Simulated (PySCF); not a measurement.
## One reaction down a group: Cu, Ag, Au

The same gas-phase reaction for Cu, Ag, Au:
- 2 CuF + 2 Cl → 2 CuCl + F2
- 2 AgF + 2 Cl → 2 AgCl + F2
- 2 AuF + 2 Cl → 2 AuCl + F2

Method: PySCF energies plus ideal-gas RRHO corrections (1 bar). † marks an energy on the PBE0/def2-TZVP geometry and frequencies; other levels use their own. CCSD(T) freezes the core. Open shells (unrestricted): Cl (multiplicity 2, electronic degeneracy 6); the rest are closed-shell singlets. Spin-orbit splitting is ignored; it lowers the true energy and changes the entropy of Cl. Ag, Au: scalar-relativistic def2 core potential, no spin-orbit coupling. Cu: all electrons, no relativistic terms. CCSD(T) isn't extrapolated to the basis-set limit. The harmonic model lacks anharmonicity and excited electronic states, which grow with temperature; levels with a mode under 35 cm⁻¹ are left out. Warning, large T1 diagnostic: AgF, AuCl, AuF, CuCl, CuF (CCSD(T)/def2-SVP†, CCSD(T)/def2-TZVPP†).

ΔH°(298 K) in kJ, by level:

| level | Cu | Ag | Au |
|---|---|---|---|
| ωB97M-V/def2-TZVP† | -91.2 | -123.8 | -155.8 |
| CCSD(T)/def2-SVP† | -47.9 | -88.0 | -112.0 |
| PBE0/def2-TZVP | -96.0 | -127.7 | -163.6 |
| LDA/def2-TZVP† | -184.8 | -221.4 | -262.9 |
| CCSD(T)/def2-TZVPP† | -64.7 | -100.8 | -139.1 |
| PBE/def2-TZVP† | -112.5 | -143.2 | -180.6 |

At ωB97M-V/def2-TZVP†, ΔH° falls from Cu to Au, over a range of 64.6 kJ; the steps are -32.6, -32.0 kJ. 6 of the 6 levels shown give the same order. The levels scatter most for Au (150.9 kJ between the highest and the lowest) and least for Ag (133.4 kJ). ΔS°(298 K) runs from -114.5 to -113.0 J/K, so TΔS° at 298 K spreads over 0.4 kJ among the members, against 64.6 kJ for ΔH°.

Free energies at ωB97M-V/def2-TZVP†:

| member | ΔS°(298 K), J/K | ΔG°(298 K), kJ | ΔG°(800 K), kJ | ΔG° changes sign |
|---|---|---|---|---|
| Cu | -113.0 | -58 | 1 | 600 to 800 K |
| Ag | -113.6 | -90 | -31 | 1000 to 1200 K |
| Au | -114.5 | -122 | -62 | 1200 to 1400 K |

The NASA 1993 table, where it holds all species, gives ΔH°(298 K) = -35 kJ for Cu; its entries are part measured, part old estimates, and weren't checked at source.
